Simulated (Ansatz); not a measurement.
One change: `[BH2][GaH][CH3]` becomes `[CH3][GaH][NH2]`.

Ansatz, PBE0-D4/def2-TZVP geometries, multiplicity 1. Each molecule was computed in one conformer, which needn't be the lowest.

Scalar relativity is left out up to krypton.

| property | `[BH2][GaH][CH3]` |
| --- | --- |
| HOMO energy (ωB97M-V/def2-TZVPP) / eV | -9.44 |
| size of the dipole moment (PBE/def2-TZVPP) / D | 0.66 |
| HOMO–LUMO gap (ωB97M-V/def2-TZVPP) / eV | 9.24 |
| size of the dipole moment (ωB97M-V/def2-TZVPP) / D | 0.58 |
| size of the dipole moment (B3LYP/def2-TZVPP) / D | 0.61 |
| HOMO–LUMO gap (PBE/def2-TZVPP) / eV | 3.05 |

(1) What does the change do to each property? (Best estimate.)

## Answers

(1) Ansatz gave: 
```
                                          property  `[CH3][GaH][NH2]`  shift
             HOMO energy (ωB97M-V/def2-TZVPP) / eV              -9.58  -0.14
    size of the dipole moment (PBE/def2-TZVPP) / D               0.90   0.24
           HOMO–LUMO gap (ωB97M-V/def2-TZVPP) / eV              10.97   1.73
size of the dipole moment (ωB97M-V/def2-TZVPP) / D               0.76   0.18
  size of the dipole moment (B3LYP/def2-TZVPP) / D               0.81   0.20
               HOMO–LUMO gap (PBE/def2-TZVPP) / eV               4.80   1.75
```

With PBE0 the HOMO rises by 0.10 eV and the LUMO rises by 1.84 eV, so the gap widens by about 1.74 eV. PBE moves the HOMO by 0.28 eV and ωB97M-V by -0.14 eV. Dipoles are sizes alone; their direction can turn.

B3LYP here is the variant with VWN-RPA as its local correlation; programs differ in this.
